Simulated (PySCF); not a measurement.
# SrSe⁺: energy against distance

Set-up: Sr def2-SVP with ECP28, Se def2-SVP; scalar-relativistic core potentials (PySCF 2.14). Energies in eV from Sr⁺ + Se in their ground configurations at the same level. State: ²Π (doublet), unpaired electrons π ↑.

All columns are PBE0. A positive dipole points towards Se; it is taken about the centre of mass and depends on that origin.

```tsv
R (Å)	E (eV)	μ (D)	Mulliken charge on Sr (basis-dependent)	HOMO (eV)	LUMO (eV)	Mayer bond order	⟨S²⟩
2.377	-1.594	-8.91	0.99	-11.26	-8.97	1.60	0.75
2.488	-2.122	-9.63	1.04	-10.93	-8.66	1.53	0.75
2.598	-2.411	-10.31	1.09	-10.63	-8.37	1.46	0.75
2.681	-2.511	-10.79	1.12	-10.43	-8.17	1.42	0.75
2.764	-2.538	-11.25	1.14	-10.23	-7.98	1.39	0.75
2.847	-2.507	-11.70	1.16	-10.06	-7.81	1.35	0.75
2.958	-2.402	-12.25	1.18	-9.84	-7.59	1.31	0.76
3.096	-2.200	-12.87	1.20	-9.60	-7.36	1.27	0.76
3.261	-1.901	-13.52	1.21	-9.36	-7.26	1.23	0.76
3.483	-1.467	-14.14	1.21	-9.13	-7.41	1.17	0.79
```

A fit through these points gives, at Re = 2.757 Å, μ = -11.22 D and dμ/dR = -5.47 D/Å; the reduced mass is 41.86 u.

Question: How strong is the fundamental in the double-harmonic approximation, I = 42.26·(dμ/dR)²/μred km/mol?

Answer: I = 42.26·(-5.47)²/41.86 = 30.2 km/mol at PBE0.

Spin–orbit coupling is left out. For an ion De counts to the pair picked by the measured ionisation energies or electron affinities, which need not be the lowest pair at this level. The state was picked by a PBE0 search and need not be the measured ground state.
